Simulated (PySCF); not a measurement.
Geometries of 2 isomers of C5H6F2O2, from PySCF 2.14.0, PBE0-D3(BJ)/def2-SVP geometry optimisation, gas phase. One conformer each, no zero-point energy, no frequencies.

Question: Which is lower in electronic energy at this level?
A.
```xyz
15
angstrom
C     -2.188    0.204   -0.747
C     -1.370    0.737    0.407
O      0.025    0.507    0.213
C      0.496   -0.692    0.571
O     -0.181   -1.570    1.046
C      1.940   -0.842    0.333
C      2.762    0.063   -0.203
F      2.446    1.250   -0.620
F      4.037   -0.154   -0.377
H     -1.844    0.631   -1.701
H     -2.113   -0.891   -0.801
H     -3.247    0.469   -0.613
H     -1.463    1.828    0.495
H     -1.680    0.272    1.355
H      2.376   -1.796    0.627
```
B.
```xyz
15
angstrom
F      2.316    0.302   -0.616
C      1.510    0.242    0.477
O      1.600   -0.984    1.128
C      0.219   -1.287    0.882
C      0.035    0.032    0.143
C     -1.065    1.058    0.387
O     -1.388    1.080   -1.007
C     -0.455    0.087   -1.303
F     -1.054   -1.067   -1.705
H      1.777    1.098    1.124
H     -0.355   -1.382    1.818
H      0.083   -2.191    0.268
H     -1.907    0.709    1.008
H     -0.726    2.042    0.750
H      0.264    0.379   -2.085
```

Answer: A. That is `CCOC(=O)C=C(F)F`, 32.0 kcal/mol below the other.

```tsv
SMILES	atoms numbered as above	E (Eh)	relative (kcal/mol)	relative (kJ/mol)	dipole (D)
CCOC(=O)C=C(F)F	[CH3:1][CH2:2][O:3][C:4](=[O:5])[CH:6]=[C:7]([F:8])[F:9]	-543.29204	0.0	0.0	1.44
F[C@@H]1OC[C@@]12CO[C@@H]2F	[F:1][C@@H:2]1[O:3][CH2:4][C@@:5]12[CH2:6][O:7][C@@H:8]2[F:9]	-543.24101	32.0	134.0	2.41
```

As drawn, the lower has a C=O bond, a C(=O)–O unit and two fluorines on one carbon, which the higher lacks; the higher has a four-membered ring and a quaternary carbon, which the lower lacks.
